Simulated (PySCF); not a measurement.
Antimony: a sound run and one with changed settings

Sound run: Sb [Kr] 4d10 5s2 5p3, Sb⁺ [Kr] 4d10 5s2 5p2. Computed with PySCF 2.14 in x2c-TZVPall, with the spin-free X2C one-electron Hamiltonian (Gaussian nucleus). In the sound run the correlated levels freeze [Kr] 4d10. The sound run starts from symmetry-adapted Hartree-Fock orbitals and uses a fine grid where one is needed.

A second run was set up differently.

```
species  method  sound run (hartree)  changed run (hartree)  converged
     Sb     MP2          -6478.01108            -6477.96499        yes
    Sb⁺     MP2          -6477.68147            -6477.64138        yes
```

Ionisation energy of Sb:

```csv
method,sound run (eV),changed run (eV)
UHF,8.577,8.577
MP2,8.969,8.806
SCS-MP2,8.850,8.653
```

(1) What was changed?
A. too few SCF iterations
B. all electrons correlated in a valence basis
C. level shift left on
D. a valence shell is frozen

Results:

(1) D. Freezing a valence shell removes pair correlation that changes on ionisation.
